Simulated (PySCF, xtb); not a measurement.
BeH₂, SMILES [BeH2].

GFN2-xTB in xtb at its own geometry gives an orbital gap of 6.06 eV and a dipole moment of 0.00 D.

Geometry: PBE0-D3(BJ)/def2-TZVPD. The isomer is the one that the SMILES or the coordinates give; other isomers of the formula were not compared.

Task: What does PySCF with B3LYP/def2-TZVPD give? (The exact figures need the calculation; the answer reports its results.)

Result: gap 7.55 eV (levels -8.65 and -1.10 eV), dipole 0.00 D.
